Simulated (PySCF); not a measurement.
C3H6Cl, doublet, at a GFN2-xTB geometry. Base run: MP2/STO-3G run with PySCF.

The PySCF input:
```python
from pyscf import gto, scf, mp

mol = gto.Mole()
mol.atom = '''
    C     0.88196835   -0.69035601   -0.06520633
    C     2.33446101   -0.22289527   -0.00871853
    C    -0.04521944    0.45133341   -0.21727741
    H     0.63004599   -1.24911322    0.84093252
    H     0.77187846   -1.39427599   -0.90612752
    H     3.00027462   -1.07594315    0.09232763
    Cl   -1.68930543    0.26027060    0.15334852
    H     2.59685791    0.31448981   -0.91653331
    H     2.48724108    0.43935498    0.83925443
    H     0.20463477    1.31239464   -0.80956506
'''
mol.basis = 'sto-3g'
mol.spin = 1
mol.verbose = 4
mol.build()

mf = scf.UHF(mol)
mf.kernel()

pt = mp.MP2(mf, frozen=8)
pt.kernel()
print('E(MP2) = %.10f' % pt.e_tot)
```

The base run was repeated with changes; each row names its change, and settings that it needs were set with it.

```csv
change,basis functions,E (Eh),MP2 correlation (Eh),SCF-reference HOMO (eV),SCF-reference dipole (D),core-seconds (rough)
base,30,-570.38981,-0.14514,-8.25,2.10,0.5
basis = pcseg-0,52,-575.93137,-0.30332,-9.53,2.24,0.8
basis = 3-21G,52,-573.99087,-0.29888,-9.43,2.16,0.8
basis = def2-SV(P),72,-576.80093,-0.49503,-9.26,1.64,2
basis = 6-31+G*,88,-577.03580,-0.49891,-9.31,1.88,4
basis = cc-pVDZ,90,-577.10659,-0.53974,-9.22,1.79,3
basis = pcseg-1,90,-577.02446,-0.53686,-9.35,1.91,3
basis = pc-1,90,-577.04856,-0.54029,-9.34,1.91,4
basis = def2-SVP,90,-576.86133,-0.53801,-9.23,1.68,3
basis = 6-31G**,90,-577.07654,-0.53195,-9.26,1.86,3
basis = 6-311G**,116,-577.15709,-0.56592,-9.33,1.93,8
basis = def2-SVPD,135,-576.90278,-0.56672,-9.37,1.85,10
basis = aug-pcseg-1,150,-577.05645,-0.55936,-9.29,1.85,20
```

Totals compare only among sets that treat the same electrons; sets with core potentials leave the core out.

Open shells are given as the SCF converged; they aren't shown to be the lowest states, and a large step between rows can be another state.
